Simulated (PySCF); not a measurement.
An unknown is described by computed data only.

Formula: C4H6FOPSi.

* Dipole: 3.81 D [B3LYP/def2-SVPD]
* UV, first state: lowest singlet excitation: 4.73 eV (262 nm, f = 0.049) [TDDFT B3LYP/def2-SVPD]
* 1H NMR: chemical shifts (computed TMS as zero) by class: 7.08 (1 H), 7.03 (1 H), 5.79 (1 H), 4.33 (3 H) ppm [GIAO PBE0/pcSseg-1]
* Triplet: lowest triplet excitation (Tamm–Dancoff): 4.02 eV [TDA B3LYP/def2-SVPD]
* 13C NMR: chemical shifts (computed TMS as zero) by class: 208.1 (1 C), 152.2 (1 C), 141.8 (1 C), 140.0 (1 C) ppm [GIAO PBE0/pcSseg-1]
* Rotational structure: rotational constants A, B, C: 2.002, 0.887, 0.771 GHz [GFN2-xTB]
* NMR, other nuclei: isotropic shieldings of nuclei other than C and H, by class: 220 (1 O), 222 (1 F), 446 (1 Si), 389 (1 P) ppm [GIAO PBE0/pcSseg-1]
* Polarisability: 102.7 au [B3LYP/def2-SVPD]
* UV, strongest line: among the 8 lowest singlet transitions: S7 at 6.47 eV (192 nm, f = 0.234) [TDDFT B3LYP/def2-SVPD]

The electronic properties come from PySCF, for the isolated species, density fitting. Levels stand in brackets. Geometry: GFN2-xTB, one conformer, isolated molecule. GFN2-xTB frequencies show an imaginary mode (25i cm⁻¹), so this geometry is no minimum at that level. NMR values are class means; diastereotopic atoms form classes of their own.

Problem. Give a SMILES that accounts for the data.

Solution. Numbering: `[CH2:1]=[CH:2][P@:3]1(=[O:4])[C:5]([F:6])=[C:7]1[SiH3:8]`. 4 carbons fall into 4 classes; from least to most shielded: vinylic C–F carbon [C5] (208.1 ppm), terminal =CH2 carbon [C1] (152.2 ppm), fully substituted alkene carbon [C7] (141.8 ppm), alkene CH carbon [C2] (140.0 ppm). Hydrogen classes from least to most shielded: 1 H on a terminal =CH2 carbon, C1 (7.08 ppm), 1 H on a terminal =CH2 carbon, C1 (7.03 ppm), 1 H on an alkene CH carbon, C2 (5.79 ppm), 3 H on an SiH3 silicon, Si8 (4.33 ppm). The other shieldings belong to: 220 ppm, phosphoryl oxygen [O4]; 222 ppm, vinyl fluorine [F6]; 446 ppm, SiH3 silicon [Si8]; 389 ppm, phosphoryl phosphorus [P3]. S1 is mainly HOMO→LUMO (weight 0.89); the largest Löwdin shares of the orbital it empties are 0.29 on the phosphoryl oxygen, 0.17 on the vinylic C–F carbon, 0.16 on the phosphoryl phosphorus and 0.14 on the fully substituted alkene carbon, of the orbital it fills 0.28 on the terminal =CH2 carbon, 0.21 on the alkene CH carbon, 0.12 on the phosphoryl phosphorus and 0.10 on the vinylic C–F carbon. The optimised geometry has point group C1 and is an asymmetric top. Structure: `C=C[P@]1(=O)C(F)=C1[SiH3]`. The assignments are read from this structure; whether some other isomer fits the data as well wasn't checked. The mirror image fits equally.

The values belong to the conformer `[CH2:1]=[CH:2][P@:3]1(=[O:4])[C:5]([F:6])=[C:7]1[SiH3:8]`: C1–C2–P3–O4 0°.
